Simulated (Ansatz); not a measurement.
**Question.** Name a neutral molecule of B, C, I and H with ideal-gas entropy at 298 K and 1 bar (rigid rotor, harmonic PBE0-D4/def2-TZVP) between 304 and 320 J/(mol·K) and HOMO energy (PBE0/def2-TZVPP) between -7.00 and -6.70 eV (Ansatz, PBE0-D4/def2-TZVP geometry).

**Answer.** `IB1BC1` (312 J/(mol·K), -6.87 eV). Other molecules can fit too; these were computed, each in one conformer that needn't be the lowest.
